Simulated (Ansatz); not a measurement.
Reaction (formal exchange of groups at the Si–C bond): `C[SiH](O)[GaH2]` + SiH₄ → `O[SiH]([SiH3])[GaH2]` + CH₄

Isolated molecules relaxed with PBE0-D4/def2-TZVP in Ansatz; ΔE leaves out vibrations. CCSD(T)/CBS adds triple-zeta CCSD(T) − MP2 to the extrapolated MP2 energy (def2 sets, frozen cores). This one scheme is used for every species. DFT in def2-TZVPP. For Ga outer-core shells are correlated without core-valence functions, which leaves a few kJ/mol of doubt a bond. Scalar relativity is left out up to krypton. Each species was taken in one conformer, which may not be the lowest.

`C[SiH](O)[GaH2]`:

Cartesian coordinates in Å:
```
C -1.550 -0.367 0.342
Si 0.049 -0.049 -0.578
O 0.882 -1.461 -0.867
Ga 1.663 1.262 0.668
H -2.078 0.575 0.517
H -2.217 -1.017 -0.233
H -1.363 -0.835 1.311
H -0.319 0.589 -1.883
H 0.491 -2.089 -1.476
H 1.728 1.194 2.243
H 2.713 2.196 -0.044
```

SiH₄:

Cartesian coordinates in Å:
```
Si 0.000 0.000 0.000
H 0.195 -0.891 1.171
H 0.080 1.416 0.437
H -1.333 -0.258 -0.602
H 1.058 -0.267 -1.007
```

`O[SiH]([SiH3])[GaH2]`:

Z-matrix (Å, degrees):
```
Si
Si 1 2.341
Ga 1 2.416 2 110.9
O 1 1.663 2 106.7 3 -125.0
H 1 1.500 2 106.8 3 116.5
H 2 1.488 1 112.0 3 178.8
H 2 1.489 1 110.8 3 57.4
H 2 1.489 1 108.1 3 -61.1
H 3 1.577 1 121.4 2 -128.6
H 3 1.574 1 120.8 2 51.2
H 4 0.958 1 117.2 2 164.3
```

CH₄:

Cartesian coordinates in Å:
```
C 0.000 0.000 0.000
H -0.530 0.571 0.762
H 0.800 -0.574 0.467
H 0.425 0.683 -0.735
H -0.694 -0.679 -0.494
```

```tsv
level	ΔE (kcal/mol)
BHLYP-D4	-1.5
RPA@PBE/def2-TZVPP	-0.5
HF/CBS(def2)	1.4
MP2/CBS(def2)	-0.6
```

(1) What does CCSD(T)/CBS give? (An estimate is asked.)

Largest T1 diagnostic among the species: 0.014.

Answers

(1) Computed: -1.7 kcal/mol. The listed levels differ from it by 0.2, 1.2, 3.1, 1.1 kcal/mol.

Leaving LDA and LC-ωPBE aside and taking each functional with its dispersion term where it has one, the values, not all of them listed here, spread over 5.1 kcal/mol, from PBE-D4 to ωB97M-V. In def2-TZVPP, CCSD(T) changes the Hartree–Fock value by −2.6 kcal/mol (the triples alone add −0.5 kcal/mol) and MP2 by −1.5 kcal/mol. From BLYP to BHLYP (50 % exact exchange), in def2-TZVPP and without D4, ΔE moves by +2.4 kcal/mol.
